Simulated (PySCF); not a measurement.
MoCl₃, SMILES [Cl][Mo]([Cl])[Cl] (connectivity only; charge and spin as stated), neutral, multiplicity 4.

Coordinates come from a B3LYP-D3(BJ)/def2-SVP optimisation. The spin state was assumed, not searched. The def2 effective core potentials stand for the cores of Mo; spin–orbit coupling is left out.

Two levels are set side by side: PBE/def2-TZVPD (PySCF) and M06-2X/def2-TZVPD (PySCF). Same geometry, gas phase. Differences are taken from unrounded values.

```tsv
quantity	M06-2X	PBE	PBE minus M06-2X
α-spin orbital gap (eV)	6.18	1.34	-4.84
β-spin orbital gap (eV)	7.24	4.46	-2.77
mean polarisability (bohr³)	83.3	90.2	6.9
```

PBE's more diffuse valence density responds more strongly to a field. Differences between two approximate levels are no errors against the true value.

Rough cost on one machine, each run with all the roots and properties that it gave: M06-2X against PBE within a factor of 2.
